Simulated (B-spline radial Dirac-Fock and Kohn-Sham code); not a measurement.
**Gd⁴⁺: non-radiative channels of the 3p3/2 vacancy**

System: gadolinium as Gd⁴⁺ in the configuration 1s2 2s2 2p6 3s2 3p6 3d10 4s2 4p6 4d10 4f6 5s2 5p6.

Method: one-electron (LDA, Dirac) transition rates at Dirac-Fock energies. Computed with a radial finite-basis atomic code. Kinetic energies are configuration averages from the vacuum level; the two-hole energies are estimated from single-hole states.

| transition | kinetic energy (eV) | width (meV) | share (%) |
| --- | --- | --- | --- |
| M3-M5N4 | 119.0 | 473 | 9.4 |
| M3-M5N5 | 125.7 | 712 | 14.2 |
| M3-M5O1 | 241.4 | 157 | 3.1 |
| M3-M4N7 | 244.2 | 132 | 2.6 |
| M3-M5O2 | 267.7 | 137 | 2.7 |
| M3-M5O3 | 273.3 | 220 | 4.4 |
| M3-M5N6 | 273.7 | 856 | 17.0 |
| M3-M5N7 | 274.9 | 1030 | 20.4 |
| M3-N3N4 | 1032.1 | 140 | 2.8 |
| M3-N3N5 | 1039.6 | 187 | 3.7 |

Coster-Kronig rates are the weakest part of this model and often come out 1.5 to 2.5 times too large. The listed channels hold 80 % of the non-radiative rate. Summed by principal shells, of 5.03 eV in all: MMN 69.4 %, MNN 15.3 %, MMO 12.8 %, MNO 2.4 %.
